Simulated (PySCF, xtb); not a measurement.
CH₂N, SMILES C#[NH+], charge +1.

Harmonic wavenumbers (cm⁻¹) from GFN2-xTB run with xtb 6.7.1 at its own minimum, in rising order: 592, 592, 826, 826, 2254, 3121, 3371.

Task: What does PBE0-D3(BJ)/def2-TZVPD (PySCF) give at its own minimum? (Estimate from the structure and the level; the computed values follow.)

Result: 682, 682, 846, 846, 2267, 3322, 3649. Paired by order, the mean absolute difference is 102 cm⁻¹ and the zero-point energies are 16.6 and 17.6 kcal/mol.
